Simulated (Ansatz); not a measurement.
Wavefunction ladder for CH4ClFOSi, SMILES `C[Si](O)(F)Cl`

| atom | x (Å) | y (Å) | z (Å) |
| --- | --- | --- | --- |
| C1 | 0.629 | 0.239 | 1.082 |
| Si2 | -0.441 | 0.058 | -0.397 |
| O3 | 0.406 | -0.641 | -1.592 |
| F4 | -0.971 | 1.482 | -0.871 |
| Cl5 | -2.126 | -1.037 | 0.002 |
| H6 | 0.956 | -0.740 | 1.437 |
| H7 | 0.087 | 0.738 | 1.887 |
| H8 | 1.512 | 0.832 | 0.834 |
| H9 | -0.052 | -0.932 | -2.382 |

Total charge 0; spin multiplicity 1. All single points use the PBE0-D4/def2-TZVP geometry. It is one conformer, not always the lowest. Frozen core, restricted reference, Ansatz. CBS rows extrapolate triple and quadruple zeta; past MP2 they add the triple-zeta difference.

```tsv
basis	HF (Eh)	MP2 corr.	CCSD corr.	(T)	CCSD(T) total
def2-SVP	-962.71351	-0.73791	-0.77614	-0.01588	-963.50553
def2-TZVPP	-963.25942	-0.96995	-1.00495	-0.03571	-964.30008
def2-QZVPP	-963.29204	-1.05535	–	–	–
CBS(def2)	-963.29654	-1.11861	-1.15360	as TZ	-964.48585
```
